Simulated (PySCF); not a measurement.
## Nuclear quadrupole coupling in `C#Cc1c(C=C)sc2ccoc12`

Species: C10H6OS.
Geometry (GFN2-xTB, Å), atoms numbered from 1 in this order:
```xyz
18
C10H6OS angstrom
C      0.690    3.210    0.541
C      0.403    2.059    0.351
C      0.053    0.715    0.131
C      0.955   -0.290   -0.174
C      2.373   -0.129   -0.314
C      3.227   -1.107   -0.607
S      0.189   -1.857   -0.387
C     -1.356   -1.164   -0.064
C     -2.725   -1.500    0.037
C     -3.349   -0.327    0.343
O     -2.484    0.710    0.439
C     -1.265    0.200    0.191
H      0.942    4.214    0.707
H      2.724    0.884   -0.160
H      2.892   -2.120   -0.763
H      4.282   -0.924   -0.700
H     -3.178   -2.461   -0.094
H     -4.384   -0.106    0.513
```

Field gradients from the PBE0/pcSseg-1 density (PySCF, non-relativistic), principal values in atomic units, ordered |Vxx| ≤ |Vyy| ≤ |Vzz|:

```
atom      Vxx      Vyy     Vzz
  S7  -0.0874  -1.9880  2.0754
 O11  -0.6232  -0.9199  1.5431
```

Q: Find the asymmetry η = (Vxx − Vyy)/Vzz and the couplings χ = eQV/h (234.96 MHz × Q in barn × V in au), with Q(33S) = −0.0678 b, Q(17O) = −0.0256 b.

A: 
```
atom            environment  nucleus     η  χzz (MHz)  χxx (MHz)  χyy (MHz)
  S7  thiophene-type sulfur      33S  0.92     -33.06       1.39      31.67
 O11      furan-type oxygen      17O  0.19      -9.28       3.75       5.53
```

At S7 η is above 0.9: Vyy and Vzz are nearly equal in size and opposite in sign, so a small change could swap them and flip the sign of χzz. The tensor is traceless: Vxx + Vyy + Vzz = 0.

Q: What is Vzz at O11 in SI units (1 au = 9.71736 × 10²¹ V/m²)?

A: 1.5431 au = 14.994 × 10²¹ V/m².

Q: What couplings would deuterons (Q(2H) = 0.00286 b) have in place of the hydrogens, at this geometry?

A: 
```tsv
atom	bonded to	bond length (Å)	Vzz (au)	η	χzz (kHz)
H13	C1	1.049	0.3973	0.01	267
H14	C5	1.083	0.3162	0.07	212
H15	C6	1.078	0.3333	0.08	224
H16	C6	1.075	0.3403	0.05	229
H17	C9	1.070	0.3503	0.07	235
H18	C10	1.072	0.3396	0.11	228
```

The structure is a single GFN2-xTB conformer in the gas phase; no vibrational or solvent corrections. GFN2-xTB bond lengths can be off by several hundredths of an ångström, more for odd bonds, and the gradients follow them. These gradients aren't converged with respect to the basis.
